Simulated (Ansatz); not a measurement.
The cluster SbF₃ (the lowest singlet isomer of a short search) was relaxed with B3LYP-D4 (def2-TZVP) in Ansatz in these states: charge +1 doublet, neutral quintet, neutral singlet, neutral triplet. The geometries follow in no particular order.

In the def2 sets Sb takes a core potential; there is no spin–orbit coupling.

A:

| atom | x (Å) | y (Å) | z (Å) |
| --- | --- | --- | --- |
| Sb1 | -0.0544 | 0.3783 | 0.3991 |
| F2 | 1.7120 | -0.0700 | 0.0446 |
| F3 | -0.8990 | -1.2288 | 0.7872 |
| F4 | -0.7586 | 0.9205 | -1.2309 |

B:

Cartesian coordinates in Å:
```
Sb 0.136 0.967 1.422
F 0.835 0.745 -1.554
F -0.260 -1.869 0.328
F -0.710 0.156 -0.196
```

C:

| atom | x (Å) | y (Å) | z (Å) |
| --- | --- | --- | --- |
| Sb1 | -0.1848 | 0.6658 | -0.2703 |
| F2 | -1.7297 | -0.4420 | -0.4399 |
| F3 | 1.3419 | -0.4723 | -0.7952 |
| F4 | 0.5726 | 0.2484 | 1.5055 |

D:

```
atom   x (Å)   y (Å)   z (Å)
 Sb1   0.570   0.425  -0.233
  F2   0.806  -1.414   0.191
  F3  -0.400   0.838   1.350
  F4  -0.975   0.151  -1.308
```

Question: Judge from the bond lengths which geometry belongs to which state (an estimate).

Answer: A is the charge +1 doublet (Sb1–F3 1.857 Å, Sb1–F2 1.857 Å, Sb1–F4 1.857 Å); B is the neutral quintet (Sb1–F3 3.066 Å, Sb1–F2 3.066 Å, Sb1–F4 1.998 Å); C is the neutral triplet (Sb1–F3 1.975 Å, Sb1–F2 1.909 Å, Sb1–F4 1.975 Å); D is the neutral singlet (Sb1–F3 1.902 Å, Sb1–F2 1.902 Å, Sb1–F4 1.902 Å).

The neutral quintet has come apart into loosely held pieces.
